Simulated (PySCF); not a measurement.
Molfile (atoms numbered from 1):
```
C3H7ClO2S
     RDKit          3D

 14 13  0  0  0  0  0  0  0  0999 V2000
   -3.3935    3.5206   -1.1723 C   0  0  0  0  0  0  0  0  0  0  0  0
   -4.1714    2.7956   -2.2590 C   0  0  0  0  0  0  0  0  0  0  0  0
   -5.0726    1.6781   -1.7674 C   0  0  0  0  0  0  0  0  0  0  0  0
   -6.5451    2.1925   -0.8830 S   0  0  0  0  0  6  0  0  0  0  0  0
   -7.3345    1.0185   -0.5844 O   0  0  0  0  0  0  0  0  0  0  0  0
   -6.2290    3.1727    0.1342 O   0  0  0  0  0  0  0  0  0  0  0  0
   -7.5389    3.2189   -2.4322 Cl  0  0  0  0  0  0  0  0  0  0  0  0
   -2.7915    2.8153   -0.5777 H   0  0  0  0  0  0  0  0  0  0  0  0
   -4.0641    4.0525   -0.4843 H   0  0  0  0  0  0  0  0  0  0  0  0
   -2.7053    4.2529   -1.6182 H   0  0  0  0  0  0  0  0  0  0  0  0
   -4.7766    3.5021   -2.8501 H   0  0  0  0  0  0  0  0  0  0  0  0
   -3.4740    2.3289   -2.9743 H   0  0  0  0  0  0  0  0  0  0  0  0
   -4.5788    1.0223   -1.0299 H   0  0  0  0  0  0  0  0  0  0  0  0
   -5.4713    1.0494   -2.5763 H   0  0  0  0  0  0  0  0  0  0  0  0
  1  2  1  0
  2  3  1  0
  3  4  1  0
  4  5  2  0
  4  6  2  0
  4  7  1  0
  1  8  1  0
  1  9  1  0
  1 10  1  0
  2 11  1  0
  2 12  1  0
  3 13  1  0
  3 14  1  0
M  END
```

Geometry: PBE0-D3(BJ)/def2-SVP; GIAO shifts from PySCF 2.14.0 with density-fitted response routines, gas phase, non-relativistic, averaged over equivalent atoms.

At BHandHLYP/pcSseg-1 (168 basis functions, 17 s wall time on 1 thread of an Arm Neoverse V1, shared host):
```tsv
atoms	δ (ppm)
C3	71.2
C2	19.6
C1	13.1
S4	391.5
O5/O6	328.4
Cl7	597.5
H13/H14	3.01
H11/H12	1.81
H8/H9/H10	1.30
```

Scale: TMS for 13C (σ = 183.98 ppm), 1H (σ = 31.44 ppm); 33S (σ = 492.45 ppm) vs CS2; 17O (σ = 334.77 ppm) against H2O; 35Cl (σ = 941.73 ppm) against HCl (reference shieldings calculated alike).

Estimate the result of repeating the calculation with OPBE/pcSseg-1.

Results:


```csv
atoms,δ at OPBE/pcSseg-1,change
C3,69.3,-1.9
C2,21.5,+1.9
C1,13.2,+0.1
S4,341.2,-50.3
O5/O6,343.0,+14.6
Cl7,608.2,+10.7
H13/H14,3.19,+0.18
H11/H12,1.94,+0.13
H8/H9/H10,1.22,-0.08
```

Shifts are taken against calculated references (same method and geometry level): 13C (σ = 185.13 ppm), 1H (σ = 31.23 ppm) against TMS; 33S (σ = 506.66 ppm) against CS2; 17O (σ = 332.03 ppm) vs H2O; 35Cl (σ = 938.85 ppm) against HCl.

The largest change is at S4 (sulfonyl sulfur). Cost: 168 basis functions, 30 s wall time on 1 thread of an Arm Neoverse V1, shared host. The order of the carbon signals is the same at both levels.

Unscaled 17O shifts of doubly bonded oxygen tend to come out too high, by tens of ppm or more. Experimental scales use liquid or dissolved standards, which lie at an offset from isolated H2O (liquid H2O: subtract about 36 ppm).
